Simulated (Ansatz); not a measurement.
Computed with Ansatz on PBE0-D4/def2-TZVP structures; ΔE is electronic, products minus reactants. CCSD(T)/CBS adds triple-zeta CCSD(T) − MP2 to the extrapolated MP2 energy (def2 sets, frozen cores). DFT in def2-TZVPP. B3LYP here is the variant with VWN-RPA as its local correlation; programs differ in this.

Reaction (isomerisation): `FC1=CCB1` → `C=C1BC1F`

`FC1=CCB1`:

Cartesian coordinates in Å:
```
F 2.261 -0.319 -0.991
C 1.125 -0.240 -0.331
C -0.147 -0.310 -0.799
C -0.927 -0.220 0.486
B 0.451 0.529 0.770
H -0.518 -0.222 -1.819
H -1.842 0.372 0.455
H -1.093 -1.178 0.971
H 0.691 1.589 1.257
```

`C=C1BC1F`:

Z-matrix (Å, degrees):
```
C
F 1 1.374
C 1 1.473 2 123.4
B 1 1.550 2 127.1 3 74.5
H 1 1.094 2 110.7 3 -137.1
C 3 1.329 1 141.4 2 -23.5
H 4 1.183 1 150.8 2 47.6
H 6 1.086 3 121.0 1 166.4
H 6 1.088 3 122.0 1 -12.8
```

(1) Is it downhill or uphill in electronic energy at CCSD(T)/CBS, and by how much? (Best estimate.)

(2) What do these levels give: LDA (SPW92), B3LYP-D4, r2SCANh-D4, BHLYP-D4, ωB97M-V, LC-ωPBE, RPA@PBE/def2-TZVPP, SCS-MP2/def2-TZVPP, CCSD/def2-TZVPP, CCSD(T)/def2-TZVPP, MP2/def2-QZVPP, MP2/CBS(def2)? (An estimate is asked.)

Largest T1 diagnostic among the species: 0.014.

## Answers

(1) Computed: Uphill: ΔE = +29.5 kcal/mol.

(2) Computed: LDA (SPW92) 30.5, B3LYP-D4 25.9, r2SCANh-D4 28.8, BHLYP-D4 28.1, ωB97M-V 30.4, LC-ωPBE 32.5, RPA@PBE/def2-TZVPP 29.1, SCS-MP2/def2-TZVPP 30.4, CCSD/def2-TZVPP 30.0, CCSD(T)/def2-TZVPP 29.9, MP2/def2-QZVPP 31.5, MP2/CBS(def2) 31.3 kcal/mol.

From BLYP to BHLYP (50 % exact exchange), in def2-TZVPP and without D4, ΔE moves by +4.8 kcal/mol. In def2-TZVPP, CCSD(T) changes the Hartree–Fock value by +1.0 kcal/mol (the triples alone add −0.1 kcal/mol) and MP2 by +2.9 kcal/mol.
